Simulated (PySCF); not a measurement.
**Diatomics of Na with the halogens**

HF with triple-zeta basis sets in PySCF, for the lowest determinant that a PBE0 search found; no spin–orbit coupling. De refers to high-spin ground-configuration atoms. A positive dipole means M(−)Na(+).

```json
{"M": "F", "basis": "x2c-TZVPPall", "reference": "RHF", "state (unpaired electrons)": "singlet (closed shell)", "Re (Å)": "1.916", "ωe (cm⁻¹)": "554", "De (eV)": "2.85", "μ (D)": "8.30"}
{"M": "Cl", "basis": "def2-TZVPP", "reference": "RHF", "state (unpaired electrons)": "singlet (closed shell)", "Re (Å)": "2.384", "ωe (cm⁻¹)": "361", "De (eV)": "3.02", "μ (D)": "9.31"}
{"M": "I", "basis": "def2-TZVPP", "reference": "RHF", "state (unpaired electrons)": "singlet (closed shell)", "Re (Å)": "2.755", "ωe (cm⁻¹)": "251", "De (eV)": "2.42", "μ (D)": "9.74"}
```

(1) The row for M = Br is missing. Estimate Re, ωe and De as the mean of the rows for Cl and I, and compare with the calculation.

The rows differ in basis set, which adds steps of its own.

Spin–orbit coupling is left out, which matters for elements this heavy, above all for dissociation energies. Where the molecule has an RHF reference, its open-shell atoms are computed with UHF. Hartree–Fock leaves out correlation, which carries a large part of most bond energies and some tenths to 1 eV of ionisation energies.

Answers

(1) The means are 2.569 Å, 306 cm⁻¹ and 2.72 eV. RHF in def2-TZVPP gives NaBr as a singlet (closed shell) with Re = 2.540 Å, ωe = 293 cm⁻¹, De = 2.81 eV, so the estimate is off by +3.0 pm, +4 % and -0.09 eV.
